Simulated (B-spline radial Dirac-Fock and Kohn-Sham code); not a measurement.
## K edges in EELS at 100 kV and 5 mrad, Li to Ge

Level of theory: the first Born approximation with generalised oscillator strengths from a Dirac-Hartree-Slater potential (longitudinal and transverse terms; continuum final states only, so no white lines or fine structure); a radial atomic solver. Partial cross sections in barn for windows above the edge. Edges are tabulated values, any marked * orbital energies of the model.

```csv
Z,element,edge (eV),Δ = 50 eV,Δ = 100 eV,Δ = 200 eV
3,Li,59.42*,57300,67200,70700
7,N,409.9,945,1550,2200
10,Ne,870.2,95.6,173,280
13,Al,1559.0,11.7,21.9,38.2
19,K,3608.4,0.426,0.830,1.56
24,Cr,5989.0,0.0543,0.107,0.206
26,Fe,7112.0,0.0270,0.0532,0.103
27,Co,7709.0,0.0193,0.0382,0.0739
32,Ge,11103.0,0.00421,0.00838,0.0164
```

Values without a named source are computed, but for edge energies of neutral atoms, which are taken from tables.
